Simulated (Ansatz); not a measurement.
Consider the ligand exchange at a B–F bond: `FB[SiH3]` + `CN[SiH3]` → `CN([SiH3])B[SiH3]` + H–F.

Calculated with Ansatz (gas phase, PBE0-D4/def2-TZVP geometries, no zero-point term in ΔE). CCSD(T)/CBS adds triple-zeta CCSD(T) − MP2 to the extrapolated MP2 energy (def2 sets, frozen cores). This one scheme is used for every species. One conformer a species, not always the lowest.

```
            species  CCSD(T)/CBS(def2) energy (Eh)
         `FB[SiH3]`                     -416.08982
         `CN[SiH3]`                     -386.04948
`CN([SiH3])B[SiH3]`                     -701.75000
                H–F                     -100.39570
```

Question: Work out ΔE.

Answer: ΔE = (-701.75000) + (-100.39570) − (-416.08982) − (-386.04948) = -0.00640 Eh = -16.8 kJ/mol.

Largest T1 diagnostic among the species: 0.014.

In def2-TZVPP, CCSD(T) changes the Hartree–Fock value by −42.9 kJ/mol (the triples alone add −6.6 kJ/mol) and MP2 by −48.7 kJ/mol. The D4 term adds −17.3 kJ/mol with B3LYP and −9.7 kJ/mol with PBE0; it sums over pairs of atoms, weighted by their polarisabilities, and B3LYP, whose exchange is more repulsive, gets the larger term.

B3LYP here is the variant with VWN-RPA as its local correlation; programs differ in this.
